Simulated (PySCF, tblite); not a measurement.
C2H11NSi4.
Structure used (GFN2-xTB), in Å, numbered top down from 1:
```
atom  x, y, z in Å
C1     3.0338   -0.0858    1.7893
N2     1.8487   -0.1195    1.3938
Si3    1.0740   -0.0254   -0.1341
C4    -0.1268   -1.5149   -0.1133
Si5   -1.8072   -1.2344   -0.9788
Si6   -2.3206    0.9992   -0.5967
Si7   -0.2355    1.8932   -0.0615
H8     3.9083   -0.0400    1.1345
H9     3.2404   -0.1044    2.8566
H10    1.9421   -0.1528   -1.3226
H11   -0.3187   -1.7649    0.9307
H12    0.3622   -2.3892   -0.5407
H13   -2.7542   -2.2384   -0.4717
H14   -1.6316   -1.5513   -2.4055
H15   -3.3312    1.1760    0.4563
H16   -2.9451    1.6371   -1.7650
H17    0.2320    2.8960   -1.0329
H18   -0.1795    2.6257    1.2098
```

The calculation used CAM-B3LYP/def2-SVPD in PySCF (dipole) on a GFN2-xTB geometry, gas phase.

Take the most abundant isotopes and a rigid rotor. The values belong to one conformer with, in the numbering `[CH2:1]=[N:2][Si@H:3]1[CH2:4][SiH2:5][SiH2:6][SiH2:7]1`, C1–N2–Si3–C4 131°, N2–Si3–C4–Si5 144°, Si3–C4–Si5–Si6 -34°, C4–Si5–Si6–Si7 20°, Si5–Si6–Si7–Si3 -3°.

Problem. Give the principal moments of inertia and the rotational constants in GHz.

Solution. Ia = 266.28, Ib = 612.87, Ic = 812.05 u·Å²; 505379 MHz·u·Å²/I gives 1898, 824.6 and 622.3 MHz, that is A = 1.8979, B = 0.8246, C = 0.6223 GHz.

Problem. What kind of rotor is it?

Solution. An asymmetric top. Ray's parameter κ = (2B − A − C)/(A − C) = -0.683; −1 is the prolate and +1 the oblate limit.

Problem. Is it planar, by Δ = Ic − Ia − Ib?

Solution. Not planar: Δ = Ic − Ia − Ib = -67.10 u·Å². For a rigid frame Δ = −2 Σ m c², so Σ m c² = 33.55 u·Å² lies off the ab plane: 15.81 from hydrogen and 17.74 from heavier atoms. The atom farthest from that plane is 1.98 Å away.

Problem. Which lines would a microwave search look for?

Solution. The dipole components are |μa| = 1.67 D, |μb| = 0.30 D, |μc| = 0.38 D. The squared components, which scale the intensities, stand as 1.00 : 0.03 : 0.05 (a : b : c). Some lines, for components of 0.1 D or more:

```tsv
type	branch	J(Ka,Kc)	MHz	lower level (cm⁻¹)
c	Q	3(1,3) ← 3(0,3)	680	0.285
b	R	3(1,2) ← 2(2,1)	1407	0.301
b	Q	3(1,2) ← 3(0,3)	1891	0.285
b	Q	4(2,2) ← 4(1,3)	2933	0.553
b	Q	3(2,1) ← 3(1,2)	3061	0.348
b	R	2(1,2) ← 1(0,1)	3765	0.048
a	R	3(1,3) ← 2(1,2)	4022	0.174
a	R	3(0,3) ← 2(0,2)	4240	0.144
a	R	3(2,2) ← 2(2,1)	4341	0.301
c	R	2(1,1) ← 1(0,1)	4372	0.048
b	Q	4(2,3) ← 4(1,4)	4576	0.486
a	R	3(1,2) ← 2(1,1)	4627	0.194
c	Q	4(3,2) ← 4(2,2)	5590	0.651
b	Q	4(3,1) ← 4(2,2)	5604	0.651
b	Q	4(3,2) ← 4(2,3)	5954	0.639
a	R	4(2,2) ← 3(2,1)	6005	0.451
b	R	4(1,4) ← 3(0,3)	6017	0.285
b	R	3(2,2) ← 2(1,1)	7561	0.194
b	Q	4(4,0) ← 4(3,1)	8165	0.838
c	R	3(2,2) ← 2(1,2)	8168	0.174
c	R	4(2,2) ← 3(1,2)	9066	0.348
b	R	4(3,2) ← 3(2,1)	11594	0.451
c	R	4(4,1) ← 3(3,1)	14014	0.643
```

Its GFN2-xTB frequencies are all real (lowest 32 cm⁻¹). Zero-point vibration and centrifugal distortion are left out. Quadrupole hyperfine structure (14N) is left out.
